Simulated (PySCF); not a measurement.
# A small calculation by hand: oscillator strength and radiative lifetime

BFHI, SMILES B(I)F.

The structure is a stationary point at PBE-D3(BJ)/def2-TZVP. The def2 effective core potentials stand for the cores of I; spin–orbit coupling is left out.

TDA-CAM-B3LYP/def2-SVPD run with PySCF puts the first singlet state with f over 0.02 at 5.91 eV (vertical), with the transition dipole (-0.254, 0.781, 0.000) in atomic units.

**Question.** Find the oscillator strength, the wavelength and the radiative lifetime that this transition would have in vacuum if emission retraced absorption.

**Answer.** 
|μ|² = 0.6745 au, so |μ| = 2.09 D. ΔE = 5.91/27.211 = 0.2172 hartree. f = (2/3) ΔE |μ|² = 0.098 (the program prints 0.098).
λ = 1239.84/5.91 = 210 nm; ν = 47667 cm⁻¹.
Einstein's coefficient A = 0.6670 ν² f s⁻¹ (ν in cm⁻¹) = 1.5e8 s⁻¹, so τ = 1/A = 6.8 ns. This state is S2; the lower singlet has f = 0.000. The figure is the radiative limit of this one transition; relaxation, internal conversion, crossing to triplets and a medium change what is measured.
